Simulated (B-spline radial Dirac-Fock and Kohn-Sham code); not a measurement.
**Successive ionisation energies of samarium: Dirac-Fock against NIST**

These are calculated numbers from an atomic code on a B-spline grid; the model is ΔSCF Dirac-Fock with Breit, self-energy and vacuum polarisation, finite nucleus, configuration average. Each value is the difference of the configuration-average energies of two neighbouring ions in their tabulated ground configurations. No correlation. NIST's values refer to the lowest levels; many for high charge states are themselves semi-empirical or theoretical. Where a p, d or f shell is open in either ion the computed value averages over both j values and all terms, while the table refers to the lowest levels; that difference holds spin-orbit splitting (largest in heavy or highly charged ions), term energies where several electrons share open shells, and correlation, and it can reach 10 % or more.

```tsv
ion	configuration	computed (eV)	NIST (eV)	kind	NIST − computed (eV)
Sm¹⁴⁺	[Kr] 4d10 4f1 5s1	272.9	276 ± 14	theoretical	+3.14
Sm¹⁵⁺	[Kr] 4d10 4f1	304.4	306.5 ± 0.5	semi-empirical	+2.11
Sm¹⁶⁺	[Kr] 4d10	475.7	474 ± 3	theoretical	-1.69
Sm¹⁷⁺	[Kr] 4d9	511.0	506 ± 3	theoretical	-5.02
Sm¹⁸⁺	[Kr] 4d8	547.0	543 ± 3	theoretical	-4.03
Sm¹⁹⁺	[Kr] 4d7	583.7	581 ± 4	theoretical	-2.71
Sm²⁰⁺	[Kr] 4d6	621.1	617 ± 4	theoretical	-4.07
Sm²¹⁺	[Kr] 4d5	659.1	658 ± 4	theoretical	-1.09
Sm²²⁺	[Kr] 4d4	697.8	702 ± 4	theoretical	+4.24
Sm²³⁺	[Kr] 4d3	737.1	742 ± 4	theoretical	+4.91
Sm²⁴⁺	[Kr] 4d2	777.1	782 ± 4	theoretical	+4.92
Sm²⁵⁺	[Kr] 4d1	817.7	822 ± 4	theoretical	+4.29
Sm²⁶⁺	[Ar] 3d10 4s2 4p6	987.5	976 ± 4	theoretical	-11.52
Sm²⁷⁺	[Ar] 3d10 4s2 4p5	1029.3	1016 ± 4	theoretical	-13.26
Sm²⁸⁺	[Ar] 3d10 4s2 4p4	1071.5	1060 ± 4	theoretical	-11.46
Sm²⁹⁺	[Ar] 3d10 4s2 4p3	1114.1	1103 ± 4	theoretical	-11.15
Sm³⁰⁺	[Ar] 3d10 4s2 4p2	1157.3	1180 ± 4	theoretical	+22.69
Sm³¹⁺	[Ar] 3d10 4s2 4p1	1200.9	1226 ± 4	theoretical	+25.06
```

Problem. Where in this range is the largest relative jump, and why?

Solution. From Sm¹⁵⁺ (304.4 eV) to Sm¹⁶⁺ (475.7 eV), a factor of 1.56. The configuration goes from [Kr] 4d10 4f1 to [Kr] 4d10, so the next electron comes out of a deeper subshell.
